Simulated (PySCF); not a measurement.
Vibration and rotation of BiTe

UHF-CCSD(T) constants of BiTe, ²Π (doublet), unpaired electrons π ↑ (Bi def2-SVP with ECP60, Te def2-SVP with ECP28; scalar-relativistic core potentials (PySCF 2.14); masses 208.9804 and 129.9062 u):

- ωe: 196.8 cm⁻¹
- ωexe: 0.518 cm⁻¹
- Be: 0.029059 cm⁻¹
- αe: 7.89e-05 cm⁻¹
- D (centrifugal): 2.54e-09 cm⁻¹
- De to Bi + Te: 1.84 eV

**Question.** Give the vibrational terms G(v) and spacings up to v = 6.

**Answer.** G(v) = ωe(v+½) − ωexe(v+½)².

```json
{"v": "0", "G(v) (cm⁻¹)": "98.3", "G(v) − G(v−1)": "", "Bv (cm⁻¹)": "0.02902"}
{"v": "1", "G(v) (cm⁻¹)": "294.0", "G(v) − G(v−1)": "195.8", "Bv (cm⁻¹)": "0.02894"}
{"v": "2", "G(v) (cm⁻¹)": "488.8", "G(v) − G(v−1)": "194.7", "Bv (cm⁻¹)": "0.02886"}
{"v": "3", "G(v) (cm⁻¹)": "682.5", "G(v) − G(v−1)": "193.7", "Bv (cm⁻¹)": "0.02878"}
{"v": "4", "G(v) (cm⁻¹)": "875.1", "G(v) − G(v−1)": "192.7", "Bv (cm⁻¹)": "0.02870"}
{"v": "5", "G(v) (cm⁻¹)": "1066.7", "G(v) − G(v−1)": "191.6", "Bv (cm⁻¹)": "0.02863"}
{"v": "6", "G(v) (cm⁻¹)": "1257.3", "G(v) − G(v−1)": "190.6", "Bv (cm⁻¹)": "0.02855"}
```

**Question.** How well does the Morse estimate ωe²/(4ωexe) reproduce De, and what is D0?

**Answer.** It gives 2.32 eV, 126 % of the computed De. D0 = De − G(0) = 1.84 − 0.01 = 1.83 eV.

Correlated steps freeze 8 core orbitals. Correlated levels converge slowly with the basis: in double zeta they bind strong bonds too weakly, by up to about 1 eV, and carry superposition errors of some tenths. Spin–orbit coupling is left out, which matters for elements this heavy, above all for dissociation energies. The state is the lowest determinant that a PBE0 search found; another state may lie lower at other levels.
